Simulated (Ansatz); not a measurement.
Wavefunction ladder for C2H5BFN (`C=NB(C)F`)

```xyz
10

C    -0.036    0.618    1.993
N     0.058    0.651    0.757
B     0.449    0.306   -0.526
C    -0.319   -0.743   -1.399
F     1.497    0.962   -1.056
H     0.536   -0.086    2.611
H    -0.702    1.303    2.531
H    -0.685   -0.274   -2.318
H     0.367   -1.537   -1.709
H    -1.165   -1.199   -0.885
```

Total charge 0; spin multiplicity 1. Geometry: relaxed with PBE0-D4/def2-TZVP. It is one conformer, not always the lowest. Frozen core, restricted reference, Ansatz 0.2.0. CBS rows extrapolate triple and quadruple zeta; past MP2 they add the triple-zeta difference.

| basis | HF (Eh) | MP2 corr. |
| --- | --- | --- |
| def2-SVP | -257.10194 | -0.69803 |
| def2-TZVPP | -257.40390 | -0.87595 |
| def2-QZVPP | -257.41555 | -0.94185 |

(1) Estimate the CCSD correlation energy and the (T) correction in each basis where they were run (hartree).

Results:

(1) 
```csv
basis,CCSD corr.,(T)
def2-SVP,-0.73886,-0.02134
def2-TZVPP,-0.90675,-0.03538
CBS(def2),-1.02147,as TZ
```
